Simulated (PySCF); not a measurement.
# Computed records: CH5BGeN

Computed with PySCF 2.14.0. Calculation on a computer-drawn molecule: the log of a Hartree-Fock and frozen-core CCSD(T) single point meant for a local Hartree-Fock minimum, with one planted fault or none, to be diagnosed. Offsets are logged minus clean, where the clean run is the same molecule without the fault. The reference is restricted for singlets and unrestricted otherwise, and also for a bond in bohr or an excited solution. Adding or removing an electron swaps singlet and doublet. The excited solution moves the top pair (singlet) or top alpha electron (doublet) to the lowest empty orbital. Highest occupied and lowest empty are orbital energies over both spins, largest force is the largest gradient component, triples share is (T) over the correlation energy, the T1 limit is 0.02 restricted and 0.045 unrestricted, electrons count all cores, a negative frequency is imaginary (commonest isotopes), and the dipole is about the centre of nuclear charge; on germanium a core potential holds 10 electrons, which the energies leave out, and 3d is frozen in MP2 and coupled-cluster steps.

### CH5BGeN

Logged structure:
```xyz
9
CH5BGeN
C     -0.5201    -1.6099    -1.6298
B      0.0823    -1.2485    -0.4367
Ge     0.9259    -0.7816     1.2985
N      1.8005     0.7029     1.5009
H     -0.4825    -0.9826    -2.5159
H     -1.0632    -2.5451    -1.7372
H      0.8716    -1.6513     2.5273
H      1.9263     1.3877     0.7769
H      2.2344     0.9574     2.3711
```

| Item | Value |
| --- | --- |
| meant charge | 1 |
| meant multiplicity | 1 |
| meant basis | cc-pVDZ |
| meant basis and core potential on germanium | cc-pVDZ-PP ECP10MDF |
| logged electrons | 53 |
| logged basis functions | 90 |
| logged SCF converged | yes |
| logged spin squared | 0.7593 |
| logged highest occupied | -21.742 eV |
| logged lowest empty | -11.789 eV |
| logged largest force | 0.051465 hartree/bohr |
| logged T1 diagnostic | 0.025249 |
| logged D1 diagnostic | 0.10409 |
| logged triples share | 0.031696 |
| logged CC converged | yes |
| logged dipole magnitude | 6.1508 debye |
| logged SCF stable within its kind | yes |
| logged energy HF | -412.52518 hartree |
| logged energy CCSD(T) | -412.99385 hartree |
| possible faults | no fault, one electron removed, one electron added, multiplicity raised by two, geometry at a saddle point, SCF held on an excited solution, minimal basis STO-3G, one bond length entered in bohr, all coordinates scaled |

Drawn bonds:
```tsv
atom	other atom	order
1	2	2
2	3	1
3	4	1
1	5	1
1	6	1
3	7	1
4	8	1
4	9	1
```

**Q.** Which fault was planted in the run of CH5BGeN?
**A.** one electron removed

Further results for CH5BGeN:

| Item | Value |
| --- | --- |
| HF energy offset from clean run | 292.5 kcal/mol |
| CCSD(T) energy offset from clean run | 321 kcal/mol |
